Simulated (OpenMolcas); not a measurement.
A calculation on Ru2+.

```
Program             : OpenMolcas
Method              : CASSCF
Basis               : ANO-RCC-VTZP [7s6p4d2f1g]
Scalar Hamiltonian  : DKH2, point nucleus
Active space        : 6 electrons in 6 orbitals (4d 5s)
State averaging     : 2S+1 = 5 even, 30 roots; 2S+1 = 7 even, 1 root kept (CI in the orbitals of an earlier block); 2S+1 = 3 even, 127 roots kept (CI in the orbitals of an earlier block, 107 in the spin-orbit step); 2S+1 = 1 even, 102 roots kept (CI in the orbitals of an earlier block, 62 in the spin-orbit step)
Spin-orbit coupling : RASSI with atomic mean-field integrals over the reference wave functions, term energies averaged over their components
```

Q: Which level of the active space comes out lowest?

A: 4d⁶ ⁵D₄, with 99 % of that term; it is also the measured ground level.

Q: How high does 4d⁶ ³F₄(1) [66 %] lie?

A: 2.5941 eV above the lowest level.

Q: How high does 4d⁶ ⁵D₂ lie?

A: 0.2420 eV above the lowest level; measured 0.2264 eV above the ground level, so the calculation is off by +7 %.

Q: How high does 4d⁶ ³F₃(1) lie?

A: 2.6373 eV above the lowest level.

Measured values: Moore, Atomic Energy Levels, vol. III, NSRDS-NBS 35 (1971 reprint of NBS Circular 467, 1958).

Some high roots are left out of the spin-orbit mixing, which shifts the levels that they would mix with. Without dynamic correlation excited terms often stand tens of per cent too high (terms of higher spin than the ground term too low), and those without a measured partner can miss by more than the paired ones. Terms from blocks run as CI alone lack orbitals of their own. Measured partners are found by configuration, term and J. A level has none where our copy of the source lacks it or the pairing is in doubt (some pairs that miss far off the trend of their configuration count as doubtful), and it then counts in no deviation. Levels of configurations outside the active space are missing.

A share in square brackets marks a mixed level and gives the weight of the term that names it. A number in round brackets counts repeated terms of one configuration in the order of the reference energies.
